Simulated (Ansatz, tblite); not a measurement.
Removing and adding an electron: `c1ccc(-c2ccc(-c3ccccc3)cc2)cc1`. Charge 0, multiplicity 1. Geometry: r2SCAN-D4/def2-SVP. Ansatz, gas phase; energy differences of separate SCF runs; the oxidised species was run as a doublet alone; the reduced species was run as a doublet alone.

Cartesian coordinates in Å:
```
C 3.3198 0.9146 4.5801
C 1.9543 0.6579 4.7392
C 1.1452 0.4359 3.6237
C 1.6833 0.4640 2.3224
C 0.8259 0.2276 1.1396
C -0.5080 0.6758 1.1045
C -1.3140 0.4561 -0.0100
C -0.8260 -0.2276 -1.1396
C -1.6833 -0.4638 -2.3224
C -1.5689 -1.6494 -3.0742
C -2.3784 -1.8723 -4.1893
C -3.3198 -0.9148 -4.5800
C -3.4442 0.2679 -3.8441
C -2.6365 0.4905 -2.7278
C 0.5070 -0.6785 -1.1032
C 1.3148 -0.4535 0.0089
C 3.0602 0.7229 2.1783
C 3.8684 0.9469 3.2940
H 3.9536 1.0892 5.4543
H 1.5167 0.6198 5.7414
H 0.0842 0.2073 3.7616
H -0.9140 1.2238 1.9597
H -2.3508 0.8046 0.0013
H -0.8560 -2.4178 -2.7606
H -2.2799 -2.8059 -4.7515
H -3.9535 -1.0894 -5.4543
H -4.1700 1.0286 -4.1474
H -2.7228 1.4315 -2.1763
H 0.9229 -1.1980 -1.9714
H 2.3418 -0.8301 0.0102
H 3.4944 0.7784 1.1756
H 4.9334 1.1578 3.1573
```

The xTB rows come from tblite. HSE06 is defined as in plane-wave codes, on full-range PBE exchange. Single mean-field runs in def2-TZVP are fitted with def2-universal-jkfit.

```
            level  −HOMO (eV)  vertical IE (eV)  −LUMO (eV)  vertical EA (eV)  HOMO–LUMO gap (eV)  IE − EA (eV)                       remarks
         GFN1-xTB       11.18             13.16        8.03              6.05                3.14          7.11                             –
 PBE-D4/def2-TZVP        5.41              7.34        2.11              0.35                3.30          7.00  HOMO above zero (-1 doublet)
PBE0-D4/def2-TZVP        6.23              7.55        1.34              0.15                4.90          7.40  HOMO above zero (-1 doublet)
```

(1) Estimate the rows for GFN2-xTB, HSE06-D4/def2-TZVP.

Results:

(1) 
```json
{"level": "GFN2-xTB", "−HOMO (eV)": "10.18", "vertical IE (eV)": "12.21", "−LUMO (eV)": "7.01", "vertical EA (eV)": "4.99", "HOMO–LUMO gap (eV)": "3.17", "IE − EA (eV)": "7.22", "remarks": "–"}
{"level": "HSE06-D4/def2-TZVP", "−HOMO (eV)": "5.86", "vertical IE (eV)": "7.51", "−LUMO (eV)": "1.70", "vertical EA (eV)": "0.18", "HOMO–LUMO gap (eV)": "4.17", "IE − EA (eV)": "7.33", "remarks": "HOMO above zero (-1 doublet)"}
```

Relaxing the reduced species (r2SCAN-D4/def2-SVP) changes its energy by -0.22 eV at PBE-D4/def2-TZVP, so the adiabatic electron affinity to this nearest minimum is 0.57 eV. At PBE0-D4/def2-TZVP it is 0.35 eV. The highest occupied level of the relaxed charge -1 doublet lies above zero (up to 1.06 eV). By energy differences its removal costs 0.57 eV (each at its own geometry, to the charge 0 singlet, at PBE-D4/def2-TZVP); self-interaction error and the lack of diffuse functions both raise the level.     A HOMO above zero means that the electron is unbound at that level or that self-interaction error raises the level; the energy of removing that electron tells which. Raw xTB energy differences between charge states are shifted by several eV; the methods need an empirical correction for them. Sets without diffuse functions give affinities that are too small.
